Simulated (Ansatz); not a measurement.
Species: sum formula MgO$_{2}$H$_{2}$, net charge 0, singlet state. 
Geometry from a B3LYP-D3(BJ)/def2-TZVP (Ansatz, a quantum-chemistry and plane-wave program) optimisation:
SMILES: [OH][Mg][OH]
```xyz
5

Mg     0.0004     0.0016     0.0001
O     -0.1688    -0.0543     1.7626
O      0.1669     0.0477    -1.7630
H      0.1455    -0.1716     2.6519
H     -0.1357     0.2061    -2.6500
```
Charge 0, spin multiplicity 1.

Basis-set convergence of Hartree-Fock and CCSD correlation energies (hartree) with Ansatz. Correlated levels leave the core frozen unless marked. No spin-orbit coupling. Non-relativistic.

| basis | functions | E(HF) | E(corr, CCSD) |
|---|---|---|---|
| def2-SVPD | 83 | -350.40852 | -0.44817 |
| def2-TZVPPD | 149 | [?] | [?] |

Task: Complete the blanks.

Result: 
- def2-TZVPPD, E(HF): -350.65532
- def2-TZVPPD, E(corr, CCSD): -0.53980
